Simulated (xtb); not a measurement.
BH₅O₄Ti, SMILES B[O][Ti]([OH])([OH])[OH], multiplicity 1. All values are semi-empirical tight-binding results from xtb (GFN2-xTB unless named), good for trends rather than for accurate numbers. Geometry optimised at GFN2-xTB. The spin state was assumed, not searched. One conformer was computed; it need not be the lowest.

Optimised geometry:

Bonds (Å): O1–Ti2 1.736, O1–B9 1.311, Ti2–O3 1.738, Ti2–O5 1.729, Ti2–O7 1.728, O3–H4 0.962, O5–H6 0.961, O7–H8 0.961, B9–H10 1.188, B9–H11 1.189. Bond angles (°): Ti2–O1–B9 177.9, O1–Ti2–O3 109.6, O1–Ti2–O5 112.1, O1–Ti2–O7 110.1, O3–Ti2–O5 106.7, O3–Ti2–O7 108.4, O5–Ti2–O7 109.9, Ti2–O3–H4 130.1, Ti2–O5–H6 131.6, Ti2–O7–H8 134.0, O1–B9–H10 120.0, O1–B9–H11 119.6, H10–B9–H11 120.4.
Charge 0, spin multiplicity 1.

For metal compounds this method's bond lengths and energies can be far off.

Computed properties:
| Property | Result |
|---|---|
| orbital gap | 3.48 eV |
| zero-point energy | 35.7 kcal/mol |
| G − E(el) at 298.15 K (modified RRHO) | 12.2 kcal/mol |

### Question
Give the atomic charges and the Wiberg bond orders between heavy atoms. (Estimate from the structure and the level; the computed values follow.)

### Answer
charges (e) O1 -0.46, Ti2 1.15, O3 -0.60, H4 0.32, O5 -0.60, H6 0.32, O7 -0.60, H8 0.32, B9 0.34, H10 -0.10, H11 -0.10. Bond orders O1–Ti2 0.91, Ti2–O3 1.07, Ti2–O5 1.09, Ti2–O7 1.08, O1–B9 1.34.
